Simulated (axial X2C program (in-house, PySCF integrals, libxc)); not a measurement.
Nuclear properties of TaO

Computed with an in-house all-electron X2C program for linear molecules (integrals from PySCF): two-component X2C with atomic mean-field Coulomb and Gaunt terms, Gaussian nuclei, basis Ta dyall-cv3z, O dyall-av3z with contracted cores.

R = 1.676 Å (near the PBE0 minimum at charge 0 of the determinant lowest at the starting distance; the state shown can have its own minimum elsewhere).

Determinant lowest in the PBE0 search, Ω = 3/2 (⟨Sz⟩ = -0.49, ⟨Lz⟩ = 1.99 at PBE0), spin on the atoms Ta -0.53, O 0.03:

| level | Eeff magnitude (GV/cm) | Ws magnitude Ta (kHz) | A∥/gI Ta (MHz) | qzz Ta (a.u.) | A∥/gI O (MHz) | qzz O (a.u.) | μ (D) |
| --- | --- | --- | --- | --- | --- | --- | --- |
| PBE0 | 10.6 | 7.11 | 615 | -4.59 | 2.21 | -0.49 | -2.80 |
| HF | 97.9 | 65.3 | -388 | -4.32 | 5.54 | -0.64 | -2.95 |
| PBE50 | 22.4 | 14.9 | 488 | -4.80 | 1.07 | -0.52 | -3.02 |
| B3LYP | 6.75 | 4.68 | 685 | -4.63 | 2.79 | -0.50 | -2.85 |
| TPSSh | 8.98 | 6 | 669 | -4.68 | 2.75 | -0.52 | -2.70 |

Determinant 0.31 eV from it at PBE0 and this distance, Ω = 3/2 (⟨Sz⟩ = 1.50, ⟨Lz⟩ = 0.00 at PBE0), spin on the atoms Ta 1.58, O -0.08:

```tsv
level	Eeff magnitude (GV/cm)	Ws magnitude Ta (kHz)	A∥/gI Ta (MHz)	qzz Ta (a.u.)	A∥/gI O (MHz)	qzz O (a.u.)	μ (D)
PBE0	34.3	20.8	3560	-0.12	12.3	-0.42	-4.26
HF	44.4	26.7	2990	-0.12	-14.2	-0.52	-5.15
PBE50	36.6	22.2	3530	0.01	7.76	-0.44	-4.67
B3LYP	34.5	21	3650	-0.25	13.9	-0.42	-4.18
TPSSh	31.7	19.1	3560	-0.21	14.4	-0.43	-4.12
```

Eeff is the effective electric field on the electron electric dipole moment in this Ω state and Ws the scalar–pseudoscalar constant of the nucleus named (defined with the proton number Z and per Ω); A∥ (defined per Ω) follows by multiplying with gI = μI/(I μN); qzz is the electric field gradient, eQq0 = 234.96 MHz × Q/barn × qzz; μ is positive if the O end (last atom) is positive. The operators were transformed with the bare-nucleus X2C matrices; with these basis sets, hyperfine constants and field gradients can be off by tens of per cent, and where levels differ in sign neither size nor sign is settled.

With Q(181Ta) = 3.17 barn, Q(17O) = -0.02558 barn (Q from Pyykkö, Mol. Phys. 2018), turn the PBE0 values of the first state into constants in MHz.

eQq0(181Ta) = 234.96 × (3.17) × (-4.59) = -3420 MHz; eQq0(17O) = 234.96 × (-0.02558) × (-0.49) = 2.95 MHz.

Each state is one determinant with collinear spin, which with several unpaired electrons need not be a pure state. Unrestricted Hartree–Fock can overshoot spin polarisation at the nuclei. With several open shells hyperfine constants can be off by a factor of several. Where Eeff spreads by more than a factor of two the levels disagree and none is to be relied on. States lie within half an eV, so the first need not be the ground state. Further determinants of the search, some of them spin-mixed, are not shown. Where a field gradient or hyperfine factor spreads by more than a factor of two over the levels, a constant derived from it is not to be relied on. PBE0 term energies can be off by some tenths of an eV.
